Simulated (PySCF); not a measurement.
# Worked example: chemical shift, span and skew from a shielding tensor

C2H2F2, SMILES F/C=C\F. Atoms are numbered in the order given.

```xyz
6

F      0.0000     1.3928    -0.5468
C      0.0000     0.6659     0.5708
C      0.0000    -0.6659     0.5708
F      0.0000    -1.3928    -0.5468
H      0.0000     1.2468     1.4962
H      0.0000    -1.2468     1.4962
```

Geometry optimised at B3LYP-D3(BJ)/def2-SVP.

GIAO shieldings from PBE/pcSseg-2 (PySCF), non-relativistic, no solvent. The symmetric part of the tensor of F1 has the principal values 222.9, 267.2, 458.4 ppm. The same nucleus in CFCl3 has σ = 132.0 ppm at this level (PySCF, at its B3LYP-D3(BJ)/def2-TZVP geometry).

Work out the isotropic shielding, the ¹⁹F shift against CFCl3, the span and the skew.


σ(iso) = (σ11 + σ22 + σ33)/3 = 316.2 ppm. δ = σ(ref) − σ(iso) = 132.0 − (316.2) = -184.2 ppm.
Span Ω = σ33 − σ11 = 235.5 ppm. Skew κ = 3(σ(iso) − σ22)/Ω = 0.62. Tumbling in solution averages the tensor to δ; in a static solid the shielding alone would spread this spin-1/2 line over Ω.
